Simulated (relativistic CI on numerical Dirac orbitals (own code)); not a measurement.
## V4+ (3d) in a crystal field

Calculated by Dirac-Coulomb-Breit CI, KLI orbitals optimised for each configuration, model QED, valence Slater integrals scaled by 0.75, one configuration in a parametric crystal field (own radial code).

Field parameters in Wybourne normalisation: D3d B²₀ = −7Dσ, B⁴₀ = −14Dq − 21Dτ, B⁴₃ = −14√(10/7) Dq; D4h B²₀ = −7Ds, B⁴₀ = 21(Dq − Dt), B⁴₄ = 21√(5/14) Dq; Oh B⁴₀ = 21Dq, B⁴₄ = √(5/14) B⁴₀; Td as Oh with Dq negative (B⁴₀ = 21Dq, B⁴₄ = √(5/14) B⁴₀). The field is a parameter set, without covalency.

S is read from ⟨S²⟩ = S(S + 1).

Powder χT (cm³ K mol⁻¹) by Van Vleck's formula, with temperature-independent terms:

| Field | 2 K | 5 K | 10 K | 20 K | 50 K | 100 K | 200 K | 300 K |
| --- | --- | --- | --- | --- | --- | --- | --- | --- |
| D3d, 10Dq = 10250, Dσ = 430, Dτ = -220 cm⁻¹ | 0.0161 | 0.0236 | 0.0362 | 0.0639 | 0.133 | 0.2 | 0.293 | 0.366 |
| D3d, 10Dq = 33950, Dσ = 1060, Dτ = 240 cm⁻¹ | 0.343 | 0.344 | 0.344 | 0.345 | 0.348 | 0.353 | 0.362 | 0.372 |
| D4h, 10Dq = 39650, Ds = 2390, Dt = 1100 cm⁻¹ | 0.00305 | 0.00736 | 0.0145 | 0.0289 | 0.0727 | 0.153 | 0.282 | 0.355 |
| Oh, 10Dq = 15850 cm⁻¹ | 0.00355 | 0.0079 | 0.0152 | 0.0297 | 0.0733 | 0.146 | 0.274 | 0.363 |
| Td, 10Dq = -4300 cm⁻¹ | 0.299 | 0.299 | 0.301 | 0.303 | 0.31 | 0.322 | 0.346 | 0.37 |
| Td, 10Dq = -6250 cm⁻¹ | 0.322 | 0.322 | 0.323 | 0.325 | 0.33 | 0.338 | 0.354 | 0.371 |
| Td, 10Dq = -12000 cm⁻¹ | 0.347 | 0.347 | 0.348 | 0.349 | 0.351 | 0.356 | 0.364 | 0.373 |
| Td, 10Dq = -17650 cm⁻¹ | 0.356 | 0.356 | 0.357 | 0.357 | 0.359 | 0.362 | 0.368 | 0.374 |

For Td, 10Dq = -12000 cm⁻¹: what effective moment follows at 300 K?

μ_eff = √(8χT) = 1.73 μB. The ground level has S = 0.50; the spin-only moment for S = 1/2 is 1.73 μB. The difference comes from the orbital moment, spin-orbit mixing of terms and temperature-independent paramagnetism, all larger in this ionic model than in covalent complexes.
